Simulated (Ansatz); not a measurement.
Species: HgI, charge 0, multiplicity 2. The spin state was set by rule; other spins were not relaxed. 
Coordinates optimised at B3LYP-D3(BJ)/def2-TZVP (Ansatz, an electronic-structure program):
```
Hg
I 1 2.8364
```
Charge 0, spin multiplicity 2.

Dipole moments at this geometry, in debye (magnitudes).

| level | program | dipole (D) |
|---|---|---|
| BLYP/def2-TZVPD | Ansatz | 2.07 |
| revPBE/def2-TZVPD | Ansatz | 2.23 |
| B97M-V/def2-TZVPD | Ansatz | 2.35 |
| B3LYP/def2-TZVPD | Ansatz | ? |
| PBE0/def2-TZVPD | Ansatz | 2.47 |
| BHLYP/def2-TZVPD | Ansatz | 2.61 |
| r2SCAN0/def2-TZVPD | Ansatz | 2.48 |
| LC-wPBE/def2-TZVPD | Ansatz | 2.78 |
| CCSD(T)/def2-SVPD | Ansatz | ? |

**Question.** Some entries are withheld; supply them.

**Answer.** 
- B3LYP/def2-TZVPD, dipole (D): 2.29
- CCSD(T)/def2-SVPD, dipole (D): 2.30
